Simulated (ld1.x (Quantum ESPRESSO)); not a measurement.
Logarithmic derivatives: S (Z = 16), ultrasoft

ld1.x (Quantum ESPRESSO) 7.5 input, shortened:

```
&input
   title='S', zed=16., rel=1, dft='REVPBE', iswitch=3,
   config='[Ne] 3s2 3p4'
 /
 &inputp
   pseudotype=3, tm=.true., lloc=-1, rcloc=1.05,
   nlcc=.false.
 /
4
3S  1  0   2.00   0.00  1.00  1.30  0.0
3S  1  0   0.00  -0.10  1.00  1.30  0.0
3P  2  1   4.00   0.00  1.25  1.35  0.0
3P  2  1   0.00   1.60  1.25  1.35  0.0
 &test
   configts(1)='3s2 3p4'
 /
```

The phase is arctan(r·u′/u) with u = r·R(r), unwrapped; energies in Ry, scanned from -3 to 5 Ry. A pole is an energy at which the radial function vanishes at the test radius. The pseudo phase is shifted by a multiple of π to meet the all-electron one at the reference energy, and phase errors are pseudo minus all-electron; the curves can meet again beyond the range given. Levels narrower than the energy grid can be missing from the lists of poles.

| channel | radius (bohr) | reference energy (Ry) | poles, all-electron | poles, pseudo | unbroken range about the reference energy with phases within 0.05 rad | phase error 1 Ry above the reference energy (rad) |
| --- | --- | --- | --- | --- | --- | --- |
| s | 1.50 | -1.27 | 4.58 | 4.16 | below 4.5 | +0.000 |
| p | 1.50 | -0.51 | none | none | the whole range | -0.000 |

Phases in the p channel:

```
E (Ry)  all-electron  pseudo
 -3.00         1.060   1.058
 -2.76         1.029   1.028
 -2.52         0.993   0.991
 -2.28         0.951   0.949
 -2.04         0.900   0.899
 -1.80         0.841   0.840
 -1.56         0.768   0.767
 -1.32         0.680   0.679
 -1.08         0.571   0.571
 -0.84         0.439   0.438
 -0.60         0.278   0.278
 -0.36         0.091   0.091
 -0.12        -0.114  -0.114
  0.12        -0.322  -0.322
  0.36        -0.516  -0.517
  0.60        -0.687  -0.687
  0.84        -0.829  -0.829
  1.08        -0.946  -0.946
  1.32        -1.040  -1.041
  1.56        -1.118  -1.118
  1.80        -1.183  -1.183
  2.04        -1.236  -1.236
  2.28        -1.282  -1.281
  2.52        -1.321  -1.320
  2.76        -1.355  -1.353
  3.00        -1.384  -1.383
  3.24        -1.410  -1.408
  3.48        -1.433  -1.431
  3.72        -1.454  -1.452
  3.96        -1.473  -1.470
  4.20        -1.490  -1.487
  4.44        -1.506  -1.502
  4.68        -1.521  -1.516
  4.92        -1.534  -1.530
```
